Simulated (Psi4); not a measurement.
HZn (SMILES [ZnH+]), charge +1, singlet, geometry from GFN2-xTB (such geometries of metal compounds can be far from the true shape); HF/def2-TZVP run with Psi4.

Here is a job for Psi4.
```
memory 2 GB

molecule {
1 1
Zn   -0.00000000   -0.00000000   -0.04856787
H     0.00000000    0.00000000    1.45703598
}

set {
  basis def2-tzvp
}

energy('scf')
print_variables()
```

Output, abridged:

```
   => Loading Basis Set <=

    Name: DEF2-TZVP
    Role: ORBITAL
    Keyword: BASIS

         ---------------------------------------------------------
                                   SCF
               by Justin Turney, Rob Parrish, Andy Simmonett
                          and Daniel G. A. Smith
                              RHF Reference
         ---------------------------------------------------------

  ==> Geometry <==

    Molecular point group: c2v
    Full point group: C_inf_v

    Geometry (in Angstrom), charge = 1, multiplicity = 1:

       Center              X                  Y                   Z               Mass
    ------------   -----------------  -----------------  -----------------  -----------------
         ZN           0.000000000000     0.000000000000    -0.023367048351    63.929142010000
         H            0.000000000000     0.000000000000     1.482236801649     1.007825032230

  Running in c2v symmetry.

  Rotational constants: A = ************  B =      7.49520  C =      7.49520 [cm^-1]
  Rotational constants: A = ************  B = 224700.35041  C = 224700.35041 [MHz]
  Nuclear repulsion =   10.544152314767260

  Charge       = 1
  Multiplicity = 1
  Electrons    = 30
  Nalpha       = 15
  Nbeta        = 15

  ==> Algorithm <==

  SCF Algorithm Type is DF.
  DIIS enabled.
  MOM disabled.
  Fractional occupation disabled.
  Guess Type is SAD.
  Energy threshold   = 1.00e-06
  Density threshold  = 1.00e-06
  Integral threshold = 1.00e-12

  ==> Primary Basis <==

  Basis Set: DEF2-TZVP
    Blend: DEF2-TZVP
    Number of shells: 20
    Number of basis functions: 54
    Number of Cartesian functions: 61
    Spherical Harmonics?: true
    Max angular momentum: 3

   => Loading Basis Set <=

    Name: (DEF2-TZVP AUX)
    Role: JKFIT
    Keyword: DF_BASIS_SCF

  ==> Integral Setup <==

  SCF_SUBTYPE=INCORE selected. In-core MEM_DF algorithm will be used.
  Using in-core AOs.

  ==> MemDFJK: Density-Fitted J/K Matrices <==

    J tasked:                   Yes
    K tasked:                   Yes
    wK tasked:                   No
    Algorithm:                 Core
    Schwarz Cutoff:           1E-12
    Mask sparsity (%):       0.0000
    Fitting Condition:        1E-10

   => Auxiliary Basis Set <=

  Basis Set: (DEF2-TZVP AUX)
    Blend: DEF2-UNIVERSAL-JKFIT
    Number of shells: 64
    Number of basis functions: 282
    Number of Cartesian functions: 397
    Spherical Harmonics?: true
    Max angular momentum: 6

  Minimum eigenvalue in the overlap matrix is 1.9654165685E-02.
  Reciprocal condition number of the overlap matrix is 5.0434006420E-03.
    Using symmetric orthogonalization.

  ==> Pre-Iterations <==

  SCF Guess: Superposition of Atomic Densities via on-the-fly atomic UHF (no occupation information).

   -------------------------
    Irrep   Nso     Nmo
   -------------------------
     A1        25      25
     A2         5       5
     B1        12      12
     B2        12      12
   -------------------------
    Total      54      54
   -------------------------

  ==> Iterations <==

                           Total Energy        Delta E     RMS |[F,P]|

   @DF-RHF iter SAD: -1774.18136075726306   -1.77418e+03   0.00000e+00
   @DF-RHF iter   1: -1776.36291921034626   -2.18156e+00   1.14281e-01 ADIIS
   @DF-RHF iter   2: -1772.73033954520520    3.63258e+00   1.95998e-01 ADIIS
   @DF-RHF iter   3: -1777.94105694438304   -5.21072e+00   3.33814e-02 DIIS/ADIIS
   @DF-RHF iter   4: -1778.05708767094711   -1.16031e-01   9.78881e-03 DIIS/ADIIS
   @DF-RHF iter   5: -1778.06806547929455   -1.09778e-02   8.10678e-04 DIIS/ADIIS
   @DF-RHF iter   6: -1778.06844829822194   -3.82819e-04   1.29364e-04 DIIS/ADIIS
   @DF-RHF iter   7: -1778.06847746603989   -2.91678e-05   3.02447e-05 DIIS
   @DF-RHF iter   8: -1778.06847844178014   -9.75740e-07   4.66834e-06 DIIS
   @DF-RHF iter   9: -1778.06847846043001   -1.86499e-08   1.26388e-06 DIIS
   @DF-RHF iter  10: -1778.06847846181063   -1.38061e-09   2.76520e-07 DIIS
  Energy and wave function converged.

  ==> Post-Iterations <==

    Orbital Energies [Eh]
    ---------------------

    Doubly Occupied:

[...]
    Virtual:

[...]
    Final Occupation by Irrep:
             A1    A2    B1    B2
    DOCC [     8,    1,    3,    3 ]
    NA   [     8,    1,    3,    3 ]
    NB   [     8,    1,    3,    3 ]

  @DF-RHF Final Energy: -1778.06847846181063

   => Energetics <=

    Nuclear Repulsion Energy =             10.5441523147672598
    One-Electron Energy =               -2495.1671544886748961
    Two-Electron Energy =                 706.5545237120968523
    Total Energy =                      -1778.0684784618106278

Computation Completed

Properties will be evaluated at   0.000000,   0.000000,   0.000000 [a0]

Properties computed using the SCF density matrix

 Multipole Moments:

 ------------------------------------------------------------------------------------
     Multipole            Electronic (a.u.)      Nuclear  (a.u.)        Total (a.u.)
 ------------------------------------------------------------------------------------

 L = 1.  Multiply by 2.5417464519 to convert [e a0] to [Debye]
 Dipole X            :          0.0000000            0.0000000            0.0000000
 Dipole Y            :          0.0000000            0.0000000            0.0000000
 Dipole Z            :         -2.4877868            1.4763020           -1.0114849
 Magnitude           :                                                    1.0114849

 ------------------------------------------------------------------------------------

  Variable Map:
  ----------------------------------------------------------------------------
[...]
  Array Variable Map:
  ----------------------------------------------------------------------------
[...]
[...]
```
